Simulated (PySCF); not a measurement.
Correlation energy of Au⁺ (gold, charge +1)

[Xe] 4f14 5d9 6s1, high-spin 3D determinant (an excited configuration). All numbers are calculated (PySCF 2.14, scalar relativity by spin-free X2C-1e, in ANO-RCC-VTZP (8s7p5d3f1g, 84 functions)). Frozen: [Kr] 4d10 4f14; 18 electrons correlated.

MP2 pair energies summed by pair of shells (mhartree):

```tsv
pair	energy	share (%)
5d-5d	-242.32	47.7
5p-5d	-136.05	26.8
5d-6s	-49.41	9.7
5p-5p	-35.57	7.0
5s-5d	-18.63	3.7
5s-5p	-15.61	3.1
5p-6s	-7.32	1.4
5s-5s	-2.26	0.4
5s-6s	-0.41	0.1
```

Total MP2 correlation energy: -507.57 mhartree.

Same-spin part -174.14 and opposite-spin part -333.43 mhartree; SCS-MP2 scales them by 1/3 and 6/5 to -458.16 mhartree.
